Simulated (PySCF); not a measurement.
Computed Raman spectrum (relative Raman activity) of a molecule CH₈FNSi₂. Coordinates come from a TPSSh-D3(BJ)/def2-SVP optimisation. One conformer was computed; it need not be the lowest. The numbers are results of TPSSh-D3(BJ)/def2-SVP run with PySCF, not measurements. Frequencies are harmonic and unscaled.

Lines under 2 % of the strongest are left out, and lines within 2 cm⁻¹ are merged.

```json
[
 {"ν (cm⁻¹)": "414", "relative intensity": "4.1"},
 {"ν (cm⁻¹)": "439", "relative intensity": "2.3"},
 {"ν (cm⁻¹)": "458", "relative intensity": "3.5"},
 {"ν (cm⁻¹)": "597", "relative intensity": "3.4"},
 {"ν (cm⁻¹)": "671", "relative intensity": "6.1"},
 {"ν (cm⁻¹)": "695", "relative intensity": "5.4"},
 {"ν (cm⁻¹)": "720", "relative intensity": "4.7"},
 {"ν (cm⁻¹)": "807", "relative intensity": "2.4"},
 {"ν (cm⁻¹)": "880", "relative intensity": "3.5"},
 {"ν (cm⁻¹)": "893", "relative intensity": "6.5"},
 {"ν (cm⁻¹)": "912", "relative intensity": "2.6"},
 {"ν (cm⁻¹)": "936", "relative intensity": "2.6"},
 {"ν (cm⁻¹)": "947", "relative intensity": "10"},
 {"ν (cm⁻¹)": "1455", "relative intensity": "8.3"},
 {"ν (cm⁻¹)": "1458", "relative intensity": "6.0"},
 {"ν (cm⁻¹)": "1561", "relative intensity": "4.8"},
 {"ν (cm⁻¹)": "2217", "relative intensity": "88"},
 {"ν (cm⁻¹)": "2236", "relative intensity": "84"},
 {"ν (cm⁻¹)": "2261", "relative intensity": "91"},
 {"ν (cm⁻¹)": "3033", "relative intensity": "78"},
 {"ν (cm⁻¹)": "3128", "relative intensity": "46"},
 {"ν (cm⁻¹)": "3130", "relative intensity": "57"},
 {"ν (cm⁻¹)": "3542", "relative intensity": "100"},
 {"ν (cm⁻¹)": "3636", "relative intensity": "60"}
]
```

Task: Which molecule gave these data?
A. F[SiH2]NC[SiH3]
B. N[Si@H](F)C[SiH3]
C. C[SiH2][Si@@H](N)F
D. C[Si@@H](F)N[SiH3]

Result: C, C[SiH2][Si@@H](N)F
